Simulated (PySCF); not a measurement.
BGeH4, ClGeH (calculated)

Computed with PySCF 2.14.0. Calculation on a computer-drawn molecule: vertical ionisation energy to the stated ion spin, frozen-core CCSD(T) at the basis limit and cheaper methods, single-reference cases, UHF for radicals, no spin-orbit; all values are single points at the evaluated structure, the first of each entry, which is the reference or a displaced copy of it and isn't optimised; the reference structure only sets the zero of the energies above reference; triples share is (T) over the correlation energy; on germanium a core potential holds 10 electrons, which the energies leave out, and 3d is frozen in MP2 and coupled-cluster steps.

Common to all runs: charge 0; diffuse functions no; basis and core potential on germanium cc-pVnZ-PP ECP10MDF; reference is the Hartree-Fock double-zeta minimum; best is HF at quadruple zeta + MP2 correlation extrapolated from triple and quadruple zeta + CCSD(T) minus MP2 at triple zeta; basis step is the size of the change from the same recipe one zeta lower.

(1) 
```xyz
6
formula=BGeH4 multiplicity=2 ion_multiplicity=1 basis=cc-pVnZ ionisation_energy_best=8.494 ionisation_energy_basis_step=0.02411 energy_above_reference_best=25.43 energy_above_reference_basis_step=0.1869 total_energy_HF_triple_zeta=-320.3102 total_energy_CCSD(T)_triple_zeta=-320.5690 total_energy_best=-320.5959 T1_diagnostic_at_triple_zeta=0.01693 D1_diagnostic_at_triple_zeta=0.05656 spin_squared_at_triple_zeta=0.7619 ion_T1_diagnostic_at_triple_zeta=0.009923 ion_D1_diagnostic_at_triple_zeta=0.01972 triples_share_at_triple_zeta=0.03352 basis_functions_triple_zeta=125 dipole_magnitude_HF_at_triple_zeta=1.257 dipole_magnitude_CCSD_unrelaxed_at_triple_zeta=1.375 dipole_magnitude_PBE_at_triple_zeta=1.488 dipole_magnitude_r2SCAN_at_triple_zeta=1.437 dipole_magnitude_B3LYP_at_triple_zeta=1.423 dipole_magnitude_wB97X_at_triple_zeta=1.513
B      1.1778    -1.4335    -0.8437
Ge     1.8747    -1.5168     0.9626
H      0.6052    -0.4224    -1.1696
H      1.5480    -2.4953    -1.8986
H      1.7162    -0.6104     2.0760
H      2.7295    -2.7848     1.5809
```

Units: ionisation_energy_best, ionisation_energy_basis_step in eV; energy_above_reference_best, energy_above_reference_basis_step in kcal/mol; total_energy_HF_triple_zeta, total_energy_CCSD(T)_triple_zeta, total_energy_best in hartree; dipole_magnitude_HF_at_triple_zeta, dipole_magnitude_CCSD_unrelaxed_at_triple_zeta, dipole_magnitude_PBE_at_triple_zeta, dipole_magnitude_r2SCAN_at_triple_zeta, dipole_magnitude_B3LYP_at_triple_zeta, dipole_magnitude_wB97X_at_triple_zeta in debye.

Reference structure:
```xyz
6
BGeH4
B      1.2463    -1.4181    -0.8460
Ge     1.8957    -1.5748     1.0367
H      0.6415    -0.4419    -1.1808
H      1.4668    -2.3031    -1.6199
H      1.6841    -0.5148     2.1131
H      2.6808    -2.7639     1.5813
```

Drawn bonds:
```tsv
atom	other atom	order
1	2	1
1	3	1
1	4	1
2	5	1
2	6	1
```

Triple zeta:
```tsv
method	ionisation energy (eV)	energy above reference (kcal/mol)
HF	7.782	28.15
PBE	8.691	23.17
r2SCAN	8.815	24.62
B3LYP	8.618	25.33
wB97X	8.4	25.33
MP2	8.386	26.63
CCSD	8.377	25.7
CCSD(T)	8.447	25.3
```

(2) 
```xyz
6
formula=BGeH4 multiplicity=2 ion_multiplicity=1 basis=cc-pVnZ ionisation_energy_best=8.476 ionisation_energy_basis_step=0.02409 energy_above_reference_best=2.805 energy_above_reference_basis_step=0.1309 total_energy_HF_triple_zeta=-320.3493 total_energy_CCSD(T)_triple_zeta=-320.6047 total_energy_best=-320.6319 T1_diagnostic_at_triple_zeta=0.01566 D1_diagnostic_at_triple_zeta=0.05433 spin_squared_at_triple_zeta=0.761 ion_T1_diagnostic_at_triple_zeta=0.008652 ion_D1_diagnostic_at_triple_zeta=0.01626 triples_share_at_triple_zeta=0.03168 basis_functions_triple_zeta=125 dipole_magnitude_HF_at_triple_zeta=0.7471 dipole_magnitude_CCSD_unrelaxed_at_triple_zeta=1.039 dipole_magnitude_PBE_at_triple_zeta=1.168 dipole_magnitude_r2SCAN_at_triple_zeta=1.063 dipole_magnitude_B3LYP_at_triple_zeta=1.059 dipole_magnitude_wB97X_at_triple_zeta=1.129
B      1.2507    -1.3935    -0.7871
Ge     1.8776    -1.6013     1.0035
H      0.6067    -0.4606    -1.2397
H      1.4774    -2.3047    -1.5905
H      1.6708    -0.5133     2.0936
H      2.6829    -2.7620     1.6334
```

Units: ionisation_energy_best, ionisation_energy_basis_step in eV; energy_above_reference_best, energy_above_reference_basis_step in kcal/mol; total_energy_HF_triple_zeta, total_energy_CCSD(T)_triple_zeta, total_energy_best in hartree; dipole_magnitude_HF_at_triple_zeta, dipole_magnitude_CCSD_unrelaxed_at_triple_zeta, dipole_magnitude_PBE_at_triple_zeta, dipole_magnitude_r2SCAN_at_triple_zeta, dipole_magnitude_B3LYP_at_triple_zeta, dipole_magnitude_wB97X_at_triple_zeta in debye.

Reference structure:
```xyz
6
BGeH4
B      1.2463    -1.4181    -0.8460
Ge     1.8957    -1.5748     1.0367
H      0.6415    -0.4419    -1.1808
H      1.4668    -2.3031    -1.6199
H      1.6841    -0.5148     2.1131
H      2.6808    -2.7639     1.5813
```

Drawn bonds:
```tsv
atom	other atom	order
1	2	1
1	3	1
1	4	1
2	5	1
2	6	1
```

Triple zeta:
```tsv
method	ionisation energy (eV)	energy above reference (kcal/mol)
HF	7.755	3.642
PBE	8.679	2.109
r2SCAN	8.795	2.287
B3LYP	8.602	2.674
wB97X	8.381	2.19
MP2	8.367	2.91
CCSD	8.363	2.919
CCSD(T)	8.43	2.888
```

(3) 
```xyz
6
formula=BGeH4 multiplicity=2 ion_multiplicity=1 basis=cc-pVnZ ionisation_energy_best=8.32 ionisation_energy_basis_step=0.02074 energy_above_reference_best=23 energy_above_reference_basis_step=0.06938 total_energy_HF_triple_zeta=-320.3124 total_energy_CCSD(T)_triple_zeta=-320.5729 total_energy_best=-320.5997 T1_diagnostic_at_triple_zeta=0.02468 D1_diagnostic_at_triple_zeta=0.0721 spin_squared_at_triple_zeta=0.79 ion_T1_diagnostic_at_triple_zeta=0.01085 ion_D1_diagnostic_at_triple_zeta=0.02532 triples_share_at_triple_zeta=0.03469 basis_functions_triple_zeta=125 dipole_magnitude_HF_at_triple_zeta=0.7139 dipole_magnitude_CCSD_unrelaxed_at_triple_zeta=0.7102 dipole_magnitude_PBE_at_triple_zeta=0.851 dipole_magnitude_r2SCAN_at_triple_zeta=0.7712 dipole_magnitude_B3LYP_at_triple_zeta=0.7708 dipole_magnitude_wB97X_at_triple_zeta=0.8062
B      1.2457    -1.4180    -0.8460
Ge     1.8963    -1.5749     1.0359
H      0.6415    -0.4424    -1.1805
H      1.4669    -2.3036    -1.6192
H      1.6840    -0.5149     2.1131
H      2.9267    -3.1370     1.7524
```

Units: ionisation_energy_best, ionisation_energy_basis_step in eV; energy_above_reference_best, energy_above_reference_basis_step in kcal/mol; total_energy_HF_triple_zeta, total_energy_CCSD(T)_triple_zeta, total_energy_best in hartree; dipole_magnitude_HF_at_triple_zeta, dipole_magnitude_CCSD_unrelaxed_at_triple_zeta, dipole_magnitude_PBE_at_triple_zeta, dipole_magnitude_r2SCAN_at_triple_zeta, dipole_magnitude_B3LYP_at_triple_zeta, dipole_magnitude_wB97X_at_triple_zeta in debye.

Reference structure:
```xyz
6
BGeH4
B      1.2463    -1.4181    -0.8460
Ge     1.8957    -1.5748     1.0367
H      0.6415    -0.4419    -1.1808
H      1.4668    -2.3031    -1.6199
H      1.6841    -0.5148     2.1131
H      2.6808    -2.7639     1.5813
```

Drawn bonds:
```tsv
atom	other atom	order
1	2	1
1	3	1
1	4	1
2	5	1
2	6	1
```

Triple zeta:
```tsv
method	ionisation energy (eV)	energy above reference (kcal/mol)
HF	7.626	26.79
PBE	8.507	20.52
r2SCAN	8.626	23.45
B3LYP	8.432	22.62
wB97X	8.212	25.05
MP2	8.184	25.86
CCSD	8.203	23.49
CCSD(T)	8.275	22.87
```

(4) 
```xyz
3
formula=ClGeH multiplicity=1 ion_multiplicity=2 basis=cc-pV(n+d)Z ionisation_energy_best=9.73 ionisation_energy_basis_step=0.06409 energy_above_reference_best=0 energy_above_reference_basis_step=0 ionisation_energy_Koopmans_at_triple_zeta=9.732 ionisation_energy_EOM_CCSD_at_triple_zeta=9.673 total_energy_HF_triple_zeta=-753.5156 total_energy_CCSD(T)_triple_zeta=-753.8440 total_energy_best=-753.8951 T1_diagnostic_at_triple_zeta=0.0136 D1_diagnostic_at_triple_zeta=0.03388 ion_T1_diagnostic_at_triple_zeta=0.03101 ion_D1_diagnostic_at_triple_zeta=0.1109 ion_spin_squared_at_triple_zeta=0.7871 triples_share_at_triple_zeta=0.03984 basis_functions_triple_zeta=92 dipole_magnitude_HF_at_triple_zeta=2.312 dipole_magnitude_CCSD_unrelaxed_at_triple_zeta=2.039 dipole_magnitude_PBE_at_triple_zeta=1.842 dipole_magnitude_r2SCAN_at_triple_zeta=1.91 dipole_magnitude_B3LYP_at_triple_zeta=2.047 dipole_magnitude_wB97X_at_triple_zeta=2.198
Cl    -2.3243    -1.5506    -4.2375
Ge    -0.1426    -1.9029    -4.3118
H      0.2356    -0.3722    -4.1673
```

Units: ionisation_energy_best, ionisation_energy_basis_step, ionisation_energy_Koopmans_at_triple_zeta, ionisation_energy_EOM_CCSD_at_triple_zeta in eV; energy_above_reference_best, energy_above_reference_basis_step in kcal/mol; total_energy_HF_triple_zeta, total_energy_CCSD(T)_triple_zeta, total_energy_best in hartree; dipole_magnitude_HF_at_triple_zeta, dipole_magnitude_CCSD_unrelaxed_at_triple_zeta, dipole_magnitude_PBE_at_triple_zeta, dipole_magnitude_r2SCAN_at_triple_zeta, dipole_magnitude_B3LYP_at_triple_zeta, dipole_magnitude_wB97X_at_triple_zeta in debye.

Reference structure:
```xyz
3
ClGeH
Cl    -2.3243    -1.5506    -4.2375
Ge    -0.1426    -1.9029    -4.3118
H      0.2356    -0.3722    -4.1673
```

Drawn bonds:
```tsv
atom	other atom	order
1	2	1
2	3	1
```

Triple zeta:
```tsv
method	ionisation energy (eV)	energy above reference (kcal/mol)
HF	8.925	0
PBE	9.39	0
r2SCAN	9.505	0
B3LYP	9.623	0
wB97X	9.782	0
MP2	9.575	0
CCSD	9.634	0
CCSD(T)	9.597	0
```

(5) 
```xyz
3
formula=ClGeH multiplicity=1 ion_multiplicity=2 basis=cc-pV(n+d)Z ionisation_energy_best=9.75 ionisation_energy_basis_step=0.06334 energy_above_reference_best=1.979 energy_above_reference_basis_step=0.06633 ionisation_energy_Koopmans_at_triple_zeta=9.766 ionisation_energy_EOM_CCSD_at_triple_zeta=9.696 total_energy_HF_triple_zeta=-753.5114 total_energy_CCSD(T)_triple_zeta=-753.8410 total_energy_best=-753.8920 T1_diagnostic_at_triple_zeta=0.01423 D1_diagnostic_at_triple_zeta=0.03486 ion_T1_diagnostic_at_triple_zeta=0.03322 ion_D1_diagnostic_at_triple_zeta=0.1154 ion_spin_squared_at_triple_zeta=0.8045 triples_share_at_triple_zeta=0.04039 basis_functions_triple_zeta=92 dipole_magnitude_HF_at_triple_zeta=2.491 dipole_magnitude_CCSD_unrelaxed_at_triple_zeta=2.202 dipole_magnitude_PBE_at_triple_zeta=2.011 dipole_magnitude_r2SCAN_at_triple_zeta=2.074 dipole_magnitude_B3LYP_at_triple_zeta=2.228 dipole_magnitude_wB97X_at_triple_zeta=2.389
Cl    -2.3549    -1.5143    -4.1844
Ge    -0.1255    -1.8057    -4.2555
H      0.2902    -0.1631    -4.0892
```

Units: ionisation_energy_best, ionisation_energy_basis_step, ionisation_energy_Koopmans_at_triple_zeta, ionisation_energy_EOM_CCSD_at_triple_zeta in eV; energy_above_reference_best, energy_above_reference_basis_step in kcal/mol; total_energy_HF_triple_zeta, total_energy_CCSD(T)_triple_zeta, total_energy_best in hartree; dipole_magnitude_HF_at_triple_zeta, dipole_magnitude_CCSD_unrelaxed_at_triple_zeta, dipole_magnitude_PBE_at_triple_zeta, dipole_magnitude_r2SCAN_at_triple_zeta, dipole_magnitude_B3LYP_at_triple_zeta, dipole_magnitude_wB97X_at_triple_zeta in debye.

Reference structure:
```xyz
3
ClGeH
Cl    -2.3243    -1.5506    -4.2375
Ge    -0.1426    -1.9029    -4.3118
H      0.2356    -0.3722    -4.1673
```

Drawn bonds:
```tsv
atom	other atom	order
1	2	1
2	3	1
```

Triple zeta:
```tsv
method	ionisation energy (eV)	energy above reference (kcal/mol)
HF	8.931	2.692
PBE	9.402	0.9411
r2SCAN	9.511	2.026
B3LYP	9.629	1.389
wB97X	9.798	2.33
MP2	9.608	2.413
CCSD	9.657	2.045
CCSD(T)	9.616	1.901
```

(6) 
```xyz
3
formula=ClGeH multiplicity=1 ion_multiplicity=2 basis=cc-pV(n+d)Z ionisation_energy_best=9.636 ionisation_energy_basis_step=0.06071 energy_above_reference_best=9.279 energy_above_reference_basis_step=0.09343 ionisation_energy_Koopmans_at_triple_zeta=9.665 ionisation_energy_EOM_CCSD_at_triple_zeta=9.589 total_energy_HF_triple_zeta=-753.4973 total_energy_CCSD(T)_triple_zeta=-753.8294 total_energy_best=-753.8803 T1_diagnostic_at_triple_zeta=0.01524 D1_diagnostic_at_triple_zeta=0.03515 ion_T1_diagnostic_at_triple_zeta=0.03512 ion_D1_diagnostic_at_triple_zeta=0.1168 ion_spin_squared_at_triple_zeta=0.8254 triples_share_at_triple_zeta=0.04122 basis_functions_triple_zeta=92 dipole_magnitude_HF_at_triple_zeta=2.516 dipole_magnitude_CCSD_unrelaxed_at_triple_zeta=2.224 dipole_magnitude_PBE_at_triple_zeta=2.09 dipole_magnitude_r2SCAN_at_triple_zeta=2.135 dipole_magnitude_B3LYP_at_triple_zeta=2.307 dipole_magnitude_wB97X_at_triple_zeta=2.45
Cl    -2.3549    -1.5143    -4.1844
Ge    -0.1255    -1.8057    -4.2555
H      0.3364     0.0192    -4.0708
```

Units: ionisation_energy_best, ionisation_energy_basis_step, ionisation_energy_Koopmans_at_triple_zeta, ionisation_energy_EOM_CCSD_at_triple_zeta in eV; energy_above_reference_best, energy_above_reference_basis_step in kcal/mol; total_energy_HF_triple_zeta, total_energy_CCSD(T)_triple_zeta, total_energy_best in hartree; dipole_magnitude_HF_at_triple_zeta, dipole_magnitude_CCSD_unrelaxed_at_triple_zeta, dipole_magnitude_PBE_at_triple_zeta, dipole_magnitude_r2SCAN_at_triple_zeta, dipole_magnitude_B3LYP_at_triple_zeta, dipole_magnitude_wB97X_at_triple_zeta in debye.

Reference structure:
```xyz
3
ClGeH
Cl    -2.3243    -1.5506    -4.2375
Ge    -0.1426    -1.9029    -4.3118
H      0.2356    -0.3722    -4.1673
```

Drawn bonds:
```tsv
atom	other atom	order
1	2	1
2	3	1
```

Triple zeta:
```tsv
method	ionisation energy (eV)	energy above reference (kcal/mol)
HF	8.7	11.52
PBE	9.292	6.935
r2SCAN	9.368	9.169
B3LYP	9.495	8.137
wB97X	9.654	10.14
MP2	9.466	10.51
CCSD	9.536	9.538
CCSD(T)	9.5	9.157
```
